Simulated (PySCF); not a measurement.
Compound: C₅H₁₄BNSi.
Numbering: `[SiH3:1][NH:2][C@@H:3]1[CH2:4][BH:5][CH2:6][CH2:7][CH2:8]1` (hydrogens: H9, H10, H11 on Si1; H12 on N2; H13 on C3; H14, H15 on C4; H16 on B5; H17, H18 on C6; H19, H20 on C7; H21, H22 on C8)

The closed-shell ground state was solved at several levels (PySCF, density fitting, gas phase, non-relativistic). The structure is a single PBE0-D3(BJ)/def2-SVP conformer in the gas phase; no vibrational or solvent corrections.

```
              level  basis functions  HOMO (eV)  LUMO (eV)  gap (eV)  dipole (D)
CAM-B3LYP/def2-SVPD              276      -8.03       0.27      8.30        1.23
  mPW1PW91/pcSseg-1              213      -6.66      -0.78      5.88        1.24
```

Problem. Estimate the row for PBE0/pcSseg-1, a basis of 213 functions; the other rows only guide the guess.

Solution. HOMO -6.63 eV, LUMO -0.80 eV, gap 5.83 eV, dipole 1.24 D.

Problem. Over all these levels, which gives the widest orbital gap and which the narrowest?

Solution. CAM-B3LYP/def2-SVPD (range-separated hybrid) has the widest, 8.30 eV, and PBE0/pcSseg-1 (global hybrid, 25 % exact exchange) the narrowest, 5.83 eV. Functional and basis both differ between the two, so the spread mixes both effects.

Problem. How far do the dipole and the HOMO energy spread over the levels?

Solution. The dipole runs from 1.23 to 1.24 D (mean 1.24 D) and the HOMO from -8.03 to -6.63 eV.
